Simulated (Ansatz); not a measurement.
Total energies of In₃N₃H₁₂, a cluster cut from zinc blende InN (hydrogen-capped) from Ansatz at PBE0-D4/def2-TZVP, gas phase (1 Eh = 27.2114 eV = 2625.5 kJ/mol). The reference geometry is relaxed at PBE-D4/def2-SVP.

```csv
atom,x (Å),y (Å),z (Å)
In1,0.117,-2.277,-0.291
In2,-0.190,0.788,2.151
In3,-0.984,1.233,-1.672
N4,0.191,-0.676,-1.870
N5,-0.077,1.981,0.247
N6,0.873,-1.066,1.448
H7,1.427,-3.366,-0.688
H8,-1.561,-2.598,0.015
H9,0.933,1.568,3.241
H10,-1.856,0.355,2.370
H11,-0.350,2.287,-2.915
H12,-2.618,0.777,-1.307
H13,1.174,-0.454,-2.092
H14,-0.155,-1.124,-2.734
H15,0.898,2.271,0.078
H16,-0.561,2.871,0.450
H17,1.875,-0.860,1.315
H18,0.864,-1.710,2.255
```

```
                 state                    geometry  energy (Eh)
      charge 0 singlet                   reference   -741.81896
      charge 1 doublet                   reference   -741.48551
      charge 1 doublet  relaxed at PBE-D4/def2-SVP   -741.49868
free In atom (doublet)                           –   -190.11398
 free N atom (quartet)                           –    -54.54382
 free H atom (doublet)                           –     -0.50104
```

In the def2 sets In takes a core potential; there is no spin–orbit coupling.

Question: Work out the vertical ionisation energy to the doublet.

Answer: E(charge 1 doublet) − E(charge 0 singlet) = -741.48551 − (-741.81896) = 0.33345 Eh = 9.07 eV. For comparison, −ε of the highest occupied level is 7.53 eV at this level, 1.54 eV less.

Question: How much does the charge 1 doublet relax, and what is the adiabatic ionisation energy?

Answer: Relaxation: -741.48551 − (-741.49868) = 0.01317 Eh = 0.36 eV. Adiabatic ionisation energy: 0.32028 Eh = 8.72 eV, without zero-point energy. 

Question: What is the binding energy per atom against free atoms?

Answer: Atoms: 3 × (-190.11398) + 3 × (-54.54382) + 12 × (-0.50104) = -739.98588 Eh. Binding: -739.98588 − (-741.81896) = 1.83308 Eh = 49.88 eV, or 2.77 eV for each of 18 atoms (no zero-point energy, no counterpoise term).
